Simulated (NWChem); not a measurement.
System: C₂H₂F, doublet; SMILES [C](F)=C

Computed with NWChem. Pople sets run with spherical d functions. Spin-unrestricted. In the optimisation the excess spin sits in a' (Cs, its own frame). Geometry: optimised at PBE0/def2-SVP, spin-unrestricted. No stability test was run on the SCF state. COSMO at PBE0/6-31G*, default radii, gas-phase geometry; f = (ε − 1)/ε scales the surface charges.

```
row            f  electrostatic solvation energy (kcal/mol)
--------  ------  -----------------------------------------
ε = 2.0   0.5000                                      -0.60
ε = 3.9   0.7436                                      -0.92
ε = 4.8   0.7917                                      -0.98
ε = 7.6   0.8684                                   withheld
ε = 78.4  0.9872                                      -1.25
```

### Question
Fit a straight line of the last column on the one before it, predict the withheld value, and compare with the run.

### Answer

1. Means of the 4 shown rows: x = 0.75562, y = -0.938. Slope Σ(x − x̄)(y − ȳ)/Σ(x − x̄)² = -0.1604/0.1204 = -1.332; intercept 0.069.
2. The shown rows scatter about the line by 0.004 (root mean square); the largest residual is +0.01, at ε = 4.8.
3. At x = 0.8684 (ε = 7.6; inside the shown range) the line gives -1.09.
4. The run gives -1.09, 0.00 from the line.
